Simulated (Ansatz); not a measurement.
Basis-set series for `[NH2][Zn][SiH2]F`. Total charge 0; spin multiplicity 1. Geometry: relaxed with PBE0-D4/def2-TZVP. It is one conformer, not always the lowest.

| functional | basis | functions | energy (Eh) | HOMO (eV) | LUMO (eV) |
| --- | --- | --- | --- | --- | --- |
| PBE0-D4 | def2-SVP | 97 | -2224.94157 | -6.34 | -0.35 |
| PBE0-D4 | def2-QZVPP | 404 | -2225.57101 | -6.90 | -1.13 |
| ωB97M-V | def2-SVP | 97 | -2225.29643 | -8.70 | 1.37 |
| ωB97M-V | def2-QZVPP | 404 | -2225.92847 | -9.26 | 0.34 |

Give the rows for def2-TZVPP. (Best estimate.)

Ansatz gave: 
```csv
functional,basis,functions,energy (Eh),HOMO (eV),LUMO (eV)
PBE0-D4,def2-TZVPP,224,-2225.50773,-6.85,-1.05
ωB97M-V,def2-TZVPP,224,-2225.86765,-9.21,0.56
```

Positive LUMOs are unbound and depend on the basis. Scalar relativity is left out up to krypton.
